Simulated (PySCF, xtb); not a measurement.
C2H3O2, SMILES CC([O])=O (connectivity only; charge and spin as stated), charge -1, multiplicity 1.

GFN2-xTB run with xtb 6.7.1 at its own geometry gives an orbital gap of 5.33 eV.

The structure is a stationary point at PBE-D3(BJ)/def2-SVPD. The spin state was assumed, not searched. The isomer is the one that the SMILES or the coordinates give; other isomers of the formula were not compared.

### Question
What does M06-2X/def2-TZVPD in PySCF give? (The exact figures need the calculation; the answer reports its results.)

### Answer
gap 7.16 eV (levels -2.95 and 4.20 eV).
